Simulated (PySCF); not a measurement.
mercury atom (Hg), singlet (core potentials on Hg); PBE/def2-SVP run with PySCF.

Input for PySCF:
```python
from pyscf import gto, scf, dft

mol = gto.Mole()
mol.atom = '''
    Hg    0.00000000    0.00000000    0.00000000
'''
mol.basis = 'def2-svp'
mol.ecp = {'Hg': 'def2-svp'}
mol.verbose = 4
mol.build()

mf = dft.RKS(mol)
mf.xc = 'pbe'
mf.kernel()
```

Q: What does PySCF print? Leave out banner, timings and long lists.

A: 
```
PySCF version 2.14.0

[INPUT] verbose = 4
[INPUT] num. atoms = 1
[INPUT] num. electrons = 20
[INPUT] charge = 0
[INPUT] spin (= nelec alpha-beta = 2S) = 0
[INPUT] symmetry False subgroup None
[INPUT] Mole.unit = angstrom
[INPUT] Symbol           X                Y                Z      unit          X                Y                Z       unit  Magmom
[INPUT]  1 Hg     0.000000000000   0.000000000000   0.000000000000 AA    0.000000000000   0.000000000000   0.000000000000 Bohr   0.0

nuclear repulsion = 0
number of shells = 12
number of NR pGTOs = 57
number of NR cGTOs = 32
basis = def2-svp
ecp = {'Hg': 'def2-svp'}

******** <class 'pyscf.dft.rks.RKS'> ********
method = RKS
initial guess = minao
damping factor = 0
level_shift factor = 0
DIIS = <class 'pyscf.scf.diis.CDIIS'>
diis_start_cycle = 1
diis_space = 8
diis_damp = 0
SCF conv_tol = 1e-09
SCF conv_tol_grad = None
SCF max_cycles = 50
direct_scf = True
direct_scf_tol = 1e-13
XC library pyscf.dft.libxc version 7.1.2
    S. Lehtola, C. Steigemann, M. J. T. Oliveira, and M. A. L. Marques,  SoftwareX 7, 1–5 (2018)
XC functionals = pbe
    J. P. Perdew, K. Burke, and M. Ernzerhof,  Phys. Rev. Lett. 77, 3865 (1996)
    J. P. Perdew, K. Burke, and M. Ernzerhof,  Phys. Rev. Lett. 78, 1396 (1997)
    J. P. Perdew, K. Burke, and M. Ernzerhof,  Phys. Rev. Lett. 77, 3865 (1996)
    J. P. Perdew, K. Burke, and M. Ernzerhof,  Phys. Rev. Lett. 78, 1396 (1997)
radial grids:
    Treutler-Ahlrichs [JCP 102, 346 (1995); DOI:10.1063/1.469408] (M4) radial grids

becke partition: Becke, JCP 88, 2547 (1988); DOI:10.1063/1.454033
pruning grids: <function nwchem_prune>
grids dens level: 3
symmetrized grids: False
atomic radii adjust function: <function treutler_atomic_radii_adjust>
small_rho_cutoff = 0
Set gradient conv threshold to 3.16228e-05
Initial guess from minao.
tot grids = 23744
init E= -141.991889587456
  HOMO = -0.927229672473398  LUMO = -0.497312328360578  gap/eV = 11.69865
cycle= 1 E= -152.857298266044  delta_E= -10.9  |g|= 1.63  |ddm|= 15.4
  HOMO = 0.0436489257766449  LUMO = 0.0542196752136109  gap/eV = 0.28764
cycle= 2 E= -151.761372928646  delta_E=  1.1  |g|= 3.16  |ddm|= 7.06
  HOMO = -0.242121560460395  LUMO = -0.0151217188707359  gap/eV = 6.17698
cycle= 3 E= -153.549552503685  delta_E= -1.79  |g|= 0.108  |ddm|= 3.07
  HOMO = -0.244523721137744  LUMO = -0.0216906029891459  gap/eV = 6.06360
cycle= 4 E= -153.551513015006  delta_E= -0.00196  |g|= 0.017  |ddm|= 0.131
  HOMO = -0.248241422816344  LUMO = -0.0240547441083973  gap/eV = 6.10043
cycle= 5 E= -153.551585953627  delta_E= -7.29e-05  |g|= 0.000205  |ddm|= 0.0361
  HOMO = -0.248284930033019  LUMO = -0.0240955942097265  gap/eV = 6.10050
cycle= 6 E= -153.55158596527  delta_E= -1.16e-08  |g|= 1.28e-05  |ddm|= 0.000394
  HOMO = -0.24829095820504  LUMO = -0.0241000538113861  gap/eV = 6.10055
cycle= 7 E= -153.551585965315  delta_E= -4.43e-11  |g|= 1.65e-07  |ddm|= 3.6e-05
  HOMO = -0.248290854094527  LUMO = -0.0240999808615887  gap/eV = 6.10054
Extra cycle  E= -153.551585965315  delta_E= -5.68e-14  |g|= 1.83e-07  |ddm|= 9.05e-07
converged SCF energy = -153.551585965315
```
